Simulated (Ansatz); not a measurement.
Mulliken charges of Br₂ClHSn, SMILES `[Cl][SnH]([Br])[Br]` from r2SCAN/def2-TZVPP in Ansatz (PBE0-D4/def2-TZVP geometry).

| atom | x (Å) | y (Å) | z (Å) | charge (e) |
| --- | --- | --- | --- | --- |
| Cl1 | -1.307 | 0.215 | 1.818 | -0.332 |
| Sn2 | 0.091 | 0.145 | -0.014 | 0.973 |
| Br3 | 1.637 | -1.729 | 0.308 | -0.288 |
| Br4 | -1.293 | -0.318 | -1.983 | -0.288 |
| H5 | 0.922 | 1.614 | -0.171 | -0.064 |

**Question.** By hand: the dipole of these point charges (1 e Å = 4.8032 D).

**Answer.** Σ q r = (0.364, 0.556, -0.124) e Å, of length 0.676 e Å = 3.25 D.

**Question.** How does the dipole of the full density compare? (Best estimate.)

**Answer.** The calculation gave: (0.209, 0.285, -0.091) e Å, 1.75 D; the point charges give 1.86 times that, at 5° from its direction.

Point charges leave out the atoms' own dipoles, such as those of lone pairs, and Mulliken's split depends on the basis, so the two needn't agree.
